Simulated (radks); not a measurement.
Task: Radial electron density D(r) = 4 pi r^2 rho(r) of an atom or ion with 16 electrons. All-electron calculation, scalar-relativistic Kohn-Sham, PBEsol, spin-polarised, spherical densities, point nucleus. Program: a radial shooting solver on a logarithmic mesh with Libxc functionals.

| r (bohr) | D(r) (e/bohr) | spin D(r) |
|---|---|---|
| 0.001745 | 1.919 | -0.0000471 |
| 0.002183 | 2.844 | -0.0000508 |
| 0.002709 | 4.121 | -0.0000325 |
| 0.003389 | 5.989 | 0.0000499 |
| 0.00424 | 8.587 | 0.000295 |
| 0.005263 | 11.96 | 0.000893 |
| 0.006584 | 16.52 | 0.00237 |
| 0.008171 | 21.99 | 0.00559 |
| 0.01022 | 28.66 | 0.0129 |
| 0.01269 | 35.63 | 0.0278 |
| 0.01587 | 42.54 | 0.0595 |
| 0.0197 | 47.74 | 0.119 |
| 0.02465 | 50.33 | 0.235 |
| 0.03083 | 49.40 | 0.440 |
| 0.03827 | 45.97 | 0.756 |
| 0.04788 | 42.53 | 1.22 |
| 0.05942 | 42.75 | 1.73 |
| 0.07434 | 48.38 | 2.15 |
| 0.09226 | 56.13 | 2.14 |
| 0.1154 | 59.10 | 1.47 |
| 0.1433 | 51.34 | 0.438 |
| 0.1792 | 35.05 | 0.0161 |
| 0.2242 | 21.64 | 1.42 |
| 0.2783 | 18.65 | 4.21 |
| 0.3482 | 20.32 | 6.27 |
| 0.4321 | 17.11 | 5.50 |
| 0.5406 | 8.846 | 2.85 |
| 0.6709 | 2.686 | 0.866 |
| 0.8394 | 0.3972 | 0.129 |
| 1.042 | 0.02864 | 0.00945 |
| 1.303 | 0.0006901 | 0.000233 |

What is the nuclear charge?

Result: Z = 40. The innermost maximum, from 1s, lies near gamma/Z bohr with gamma = sqrt(1 - (Z/c)^2) = 0.956, here 0.0239 bohr (found: 0.0259), and its height grows with Z. The density is that of the zirconium ion Zr24+ in [Ne] 3s2 3p4; the configuration itself is not fixed sharply by these data, and Z only to a few units. D(r) has 3 maxima, at r = 0.0259, 0.111, 0.351 bohr, and minima at 0.0531, 0.267 bohr, inside which lie 2.06, 10.48 electrons.
